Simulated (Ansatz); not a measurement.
**Energy profile**

The step: Si₂NH₇ ([NH2][SiH2][SiH3]) + HF → SiNH₄F ([NH2][SiH2][F]) + SiH₄; bonds formed: Si1–F7, Si2–H6; bonds broken: Si1–Si2, H6–F7 (atoms numbered as in the saddle structure below).

```xyz
12
angstrom
Si -0.6952 0.2462 -0.4908
Si 0.7181 -1.3580 0.9421
H -0.3035 -0.8425 -1.4526
H -2.1340 0.0255 -0.2398
N -0.0818 1.6081 -1.2830
H -0.0922 0.2631 1.2150
F -0.6582 1.2965 1.2036
H 1.1163 -1.3752 2.3808
H -0.1262 -2.5484 0.6682
H 1.9452 -1.3818 0.1081
H 0.3536 1.5455 -2.1854
H -0.0421 2.5207 -0.8663
```

Electronic energies by CCSD(T) at an estimated basis limit (MP2 extrapolated from triple and quadruple zeta, plus CCSD(T) − MP2 in triple zeta), on PBE0-D4/def2-TZVP structures; Si$_{2}$NH$_{8}$F, closed shell; no counterpoise correction. Computed with Ansatz 0.2.0 (basis: def2-TZVPP and def2-QZVPP); correlated methods freeze the cores. Extrapolation: Hartree–Fock as exp(−7.88 √X), correlation as X^−2.97.

Q: Give the profile in kcal/mol, counted from the separated reactants. (Judge from chemistry; the value comes from the calculation.)

A: The calculation gives:
```json
{"point": "separated: Si$_{2}$NH$_{7}$ (linked as [NH2][SiH2][SiH3]; Si1, Si2, H3, H4, N5, H8, H9, H10, H11, H12; singlet) + HF (H6, F7; singlet)", "kcal/mol": "0.00"}
{"point": "start structure", "kcal/mol": "-3.54"}
{"point": "saddle", "kcal/mol": "29.53"}
{"point": "end structure", "kcal/mol": "-40.30"}
{"point": "separated: SiNH$_{4}$F (linked as [NH2][SiH2][F]; Si1, H3, H4, N5, F7, H11, H12; singlet) + SiH$_{4}$ (Si2, H6, H8, H9, H10; singlet)", "kcal/mol": "-38.96"}
```

The T1 diagnostic stays at or below 0.014.

For scale, one of the runs: CCSD(T)/def2-TZVPP, 258 basis functions, launched by `ansatz run in.yaml --threads 4 --pin off --events-out ev --progress --plain --max-ram 9574MiB`. Hardware: 4 CPU threads of an Intel Xeon, shared host. Wall time 2.8 min; peak host memory 5.7 GiB.
